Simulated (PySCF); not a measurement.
In(Br)(OMe)(NH2) (CH5BrInNO), SMILES C[O][In]([NH2])[Br]. Atoms are numbered in the order given.

```xyz
10

In     0.4524     0.1212    -0.0855
Br    -1.8208     0.0610     0.9318
O      0.6326    -0.9420    -1.7754
C      1.8729    -1.1710    -2.3957
H      2.5232    -1.8627    -1.8228
H      1.6924    -1.6368    -3.3818
H      2.4587    -0.2464    -2.5808
N      2.0190     1.0130     0.8782
H      1.7289     1.7402     1.5323
H      2.7280     1.4048     0.2578
```
Charge 0, spin multiplicity 1.

Coordinates come from a B3LYP-D3(BJ)/def2-SVP optimisation. The def2 effective core potentials stand for the cores of In; spin–orbit coupling is left out. Other conformers were not sampled.

Level of theory: ωB97X/def2-TZVP (PySCF).

ESP charges are fitted to the potential on shells at 1.4 to 2.0 van der Waals radii. Atomic charges (e):

```tsv
atom	Löwdin	ESP fit
In1	0.20	0.88
Br2	0.09	-0.29
O3	…	-0.53
C4	-0.40	0.10
H5	…	0.04
H6	…	0.04
H7	…	0.02
N8	-0.40	-0.87
H9	…	0.29
H10	…	0.32
```

### Question
What belongs in the gaps? (An estimate is asked for; the answer gives what the named calculation found.)

### Answer

- O3, Löwdin: -0.11
- H5, Löwdin: 0.10
- H6, Löwdin: 0.11
- H7, Löwdin: 0.10
- H9, Löwdin: 0.16
- H10, Löwdin: 0.15
